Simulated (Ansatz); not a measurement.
Input file for AlH4NO2 (`[NH2][Al]([OH])[OH]`):

```yaml
crystal:
  periodic: [false, false, false]
  atoms:
    - {symbol: N, position_ang: [-0.453429, 1.370910, 0.159025]}
    - {symbol: Al, position_ang: [0.021873, -0.314298, -0.015219]}
    - {symbol: O, position_ang: [1.569448, -0.806071, -0.500936]}
    - {symbol: O, position_ang: [-1.140118, -1.496126, 0.324229]}
    - {symbol: H, position_ang: [0.132756, 2.170044, -0.009024]}
    - {symbol: H, position_ang: [-1.372578, 1.661963, 0.447701]}
    - {symbol: H, position_ang: [2.286991, -0.213761, -0.712702]}
    - {symbol: H, position_ang: [-0.952843, -2.429760, 0.251225]}
basis:
  gaussian: {orbitals: def2-TZVPP}
correlation: {method: ccsd_t}
output: {orbitals: {seedname: orbitals}}
```

```sh
$ ansatz run in.yaml --threads 2 --pin off --events-out ev --progress --plain
```

Log, shortened:

```
Functional definition: HF
1162 factors; integrals over basis functions are off by at most 1.2e-3 eV
mean field evaluation 1: about -12203.1908 eV, gradient 6.0e1 eV
mean field evaluation 2: about -12203.2827 eV, gradient 6.1e1 eV
mean field evaluation 4: about -12209.5115 eV, gradient 3.0e0 eV
mean field evaluation 8: about -12209.5731 eV, gradient 3.4e-1 eV
mean field -12209.57356658 eV, -448.6935526257 hartree, gradient 2.2e-6 eV, S^2 0.000000; 0 other end points of the search recorded, 0 dependent functions left out
8 core orbitals not correlated: weight in the atoms' cores, before any rotation towards them, 1.000 or more for the frozen orbitals, at most 0.000 for the correlated occupied ones
reference -12209.57356658 eV, -448.6935526257 hartree; 12, 12 occupied and 171, 171 virtual orbitals, 1162 factors
second order -21.14118204 eV of doubles, -0.00000000 eV of singles
cycle   1  -20.99962344 eV  change    1.4e-1 eV  update   8.8e-2
cycle   2  -21.41193887 eV  change   -4.1e-1 eV  update   2.5e-2
cycle   3  -21.51782750 eV  change   -1.1e-1 eV  update   1.3e-2
cycle   4  -21.50645679 eV  change    1.1e-2 eV  update   2.9e-3
cycle   5  -21.50535448 eV  change    1.1e-3 eV  update   1.2e-3
cycle   6  -21.50590384 eV  change   -5.5e-4 eV  update   3.5e-4
cycle   7  -21.50569033 eV  change    2.1e-4 eV  update   1.2e-4
cycle   8  -21.50563477 eV  change    5.6e-5 eV  update   4.0e-5
cycle   9  -21.50563832 eV  change   -3.5e-6 eV  update   1.7e-5
perturbative correction -0.74286289 eV, -0.0272997079 hartree
Total energy: -12231.82206779 eV, -449.5111699647 hartree
```

Hardware: 2 threads of a server CPU on a shared host. Wall time 17 s, peak host memory 2.1 GiB.

Correlation energy per correlated electron: -0.927 eV. T1 diagnostic: 0.0113.
